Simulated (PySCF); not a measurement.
Calculation: PBE0-D3(BJ)/def2-TZVP in PySCF. Isolated molecules, 0 K electronic values unless said otherwise. One relaxed conformer stands for a flexible species; it need not be the lowest. Excitations are Tamm–Dancoff values on a coarser integration grid. The basis has no diffuse functions, so Rydberg states are missing or too high.

Reference species (SMILES): `SC1CC1` (H–S–C–C torsion 37°) (neutral, multiplicity 1).

```yaml
HOMO–LUMO gap: 6.96 eV
S1–T1 gap (TDA): 0.55 eV
```

Changed species: `C=C(C)S` (C–C–S–H torsion 0°).

**Question.** Predict the effect on the HOMO–LUMO gap and S1–T1 gap (TDA).

**Answer.** the HOMO–LUMO gap falls by 0.33 eV, to 6.63 eV; the S1–T1 gap (TDA) rises by 0.77 eV, to 1.32 eV.
